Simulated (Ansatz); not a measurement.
I3In, triplet, geometry from GFN2-xTB (such geometries of metal compounds can be far from the true shape) (a higher spin typed on purpose: for a closed-shell molecule this is an excited state) (core potentials on I, In); B3LYP/def2-SVP in Ansatz (a program for electronic structure).

The Ansatz input:
Ansatz 0.2 input:
```yaml
crystal:
  periodic: [false, false, false]
  atoms:
    - {symbol: In, position_ang: [0.28343431, 0.73496925, 0.50125216]}
    - {symbol: I, position_ang: [2.40600689, -0.64217801, -0.95485284]}
    - {symbol: I, position_ang: [-0.98165987, -1.38830854, 2.05473818]}
    - {symbol: I, position_ang: [-1.68639006, 1.35098668, -1.56330715]}
basis:
  gaussian:
    orbitals: def2-SVP
hamiltonian:
  xc: b3lyp
magnetization: {spin_polarized: true, initial_magnetization: 2}
```

Output, abridged:

```
Functional definition: B3LYP
1341 factors; integrals over basis functions are off by at most 2.3e-4 eV
mean field evaluation 1: about -29487.6162 eV, gradient 7.7e0 eV
mean field evaluation 2: about -29487.2428 eV, gradient 1.1e1 eV
mean field evaluation 4: about -29488.0438 eV, gradient 2.1e0 eV
mean field evaluation 8: about -29488.1139 eV, gradient 4.9e-2 eV
mean field evaluation 16: about -29488.1139 eV, gradient 1.4e-3 eV
mean field evaluation 32: about -29488.1139 eV, gradient 1.9e-5 eV
mean field evaluation 64: about -29488.0114 eV, gradient 1.3e0 eV
mean field evaluation 96: about -29487.6403 eV, gradient 4.5e0 eV
mean field evaluation 128: about -29488.0169 eV, gradient 1.5e0 eV
mean field -29488.11392459 eV, -1083.6681989672 hartree, gradient 4.6e-6 eV, S^2 2.005480; 10 other end points of the search recorded, 0 dependent functions left out
reference -29488.11418177 eV, -1083.6682084182 hartree; 49, 47 occupied and 55, 57 virtual orbitals, 1341 factors
Total energy: -29488.11418177 eV, -1083.6682084182 hartree
```
